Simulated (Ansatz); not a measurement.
Job for Ansatz (an electronic-structure program): R-BLYP/def2-TZVPP on CH5BFN (SMILES CB(N)F), a point of a torsion scan.

Ansatz 0.2 input:
```yaml
crystal:
  periodic: [false, false, false]
  atoms:
    - {symbol: C, position_ang: [-1.20428028, -0.01851058, -0.23767676]}
    - {symbol: B, position_ang: [0.22060111, -0.11668855, 0.45282488]}
    - {symbol: N, position_ang: [1.42729962, 0.25911017, -0.17060120]}
    - {symbol: F, position_ang: [0.25575213, -0.29642866, 1.77902521]}
    - {symbol: H, position_ang: [-1.72633140, -0.97042004, -0.15912155]}
    - {symbol: H, position_ang: [-1.15647881, 0.24882222, -1.28924077]}
    - {symbol: H, position_ang: [-1.82864293, 0.71388940, 0.26909148]}
    - {symbol: H, position_ang: [2.25802606, -0.30596444, -0.11639620]}
    - {symbol: H, position_ang: [1.34193695, 0.58807720, -1.12231904]}
basis:
  gaussian:
    orbitals: def2-TZVPP
hamiltonian:
  xc: {name: BLYP}
scf: {lower_state_search: off}
```

The log:

```
WARN ansatz: RAYON_NUM_THREADS=1 ignored (pool sized by the plan → 1); use --threads N
Functional definition: BLYP
these checks for a lower state are left out or cut short: stability, starts, cluster_reference, orbital_swaps, neighbouring_geometries, increment
integrals: 0.08 GiB planned
955 factors; their error is unknown
mean field: 0.70 GiB planned
mean field evaluation 1: about -5988.3776 eV, gradient 9.4e1 eV
mean field evaluation 2: about -5954.8032 eV, gradient 1.4e2 eV
mean field evaluation 4: about -6005.0894 eV, gradient 1.6e1 eV
mean field evaluation 8: about -6005.5813 eV, gradient 2.8e-1 eV
mean field evaluation 16: about -6005.5648 eV, gradient 1.7e-4 eV
mean field -6005.56482305 eV, -220.7004365291 hartree, gradient 2.5e-6 eV, S^2 0.000000; 0 other end points of the search recorded, 0 dependent functions left out
reference -6005.56515374 eV, -220.7004486818 hartree; 16, 16 occupied and 178, 178 virtual orbitals, 955 factors
Total energy: -6005.56515374 eV, -220.7004486818 hartree
Checks for a lower state left out: stability, starts, cluster_reference, orbital_swaps, neighbouring_geometries, increment
```

The run converged.

Cost: roughly 1.7 core-seconds.
